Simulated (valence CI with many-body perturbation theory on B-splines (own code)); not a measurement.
**Pb LXXVII in brief**

Computed by valence CI with perturbative core correlation (CI+MBPT): four valence electrons over a frozen Dirac-Fock core [He], a basis of 11 s, 11 p, 9 d, 7 f, 5 g, 2 h, 1 i functions for each j, with the one-electron correlation potential Σ1 (screened to all orders), the two-electron term Σ2, the three-electron term Σ3, Breit, model QED; selected single and double excitations, second order for the rest (own B-spline code, finite nucleus).

The last digits are not significant, and no measured levels were compared; by estimate large intervals hold to a few tenths of a per cent, small ones and those within an open d or f shell to about a per cent. Among the levels kept, up to 340 cm⁻¹ of a level comes from second order outside the variational space, and about a tenth of that is noise between levels of different J, which matters for small intervals.

Levels are named by their leading jj configuration (3d3/2^4 stands for four electrons in 3d with j = 3/2), which in mixed levels can hold well under half, so a name can repeat and another be missing.

Rates and lifetimes use the calculated energies. Strong lines usually hold to 10 to 20 %, long lifetimes can be off by a factor of two.

(1) What is the ground level?

(2) Among levels below 1251.8 Ry, which E1 lines absorb most strongly from the ground level?

(3) What is the ionisation energy?

(4) How well does LS coupling describe the low levels?

(5) Name the longest-lived excited levels whose lifetime is computed, and their main decay.

(6) What are the static dipole polarisabilities of the lowest levels?

(7) Where does the other parity begin?

## Answers

(1) (2s^2 2p1/2^2) J=0, composition 68 % 2s2.2p2 3P + 32 % 2s2.2p2 1S.

(2) to (2s^2 2p1/2 3d3/2) J=1 at 0.08723 nm, f = 1.05; to (2s 2p1/2^2 2p3/2) J=1 at 0.4515 nm, f = 0.322; to (2s 2p1/2^2 3p1/2) J=1 at 0.09015 nm, f = 0.303.

(3) 23464 eV; NIST lists 23460 ± 110 eV (theoretical).

(4) Among the lowest 20 levels the leading LS term, summed over configurations, holds 67 % on average. For single configurations the figures are 67 % in LS and 100 % in jj coupling. Terms mix most in the J = 1 level at 201.9 Ry, where the leading one holds 31 %.

(5) (2s^2 2p1/2 2p3/2) J=2 at 169.3 Ry lives 1.69 ns, mostly by E2 to (2s^2 2p1/2^2) J=0; (2s 2p1/2^2 2p3/2) J=2 at 194.4 Ry lives 22.7 ps, mostly by E1 to (2s^2 2p1/2 2p3/2) J=1; (2s^2 2p1/2 2p3/2) J=1 at 168.0 Ry lives 14.0 ps, mostly by M1 to (2s^2 2p1/2^2) J=0.

(6) (2s^2 2p1/2^2) J=0 4.03e-05 bohr³, of which the core gives 1.32e-07.

(7) At (2s 2p1/2^2 2p3/2) J=2, 194.4 Ry.
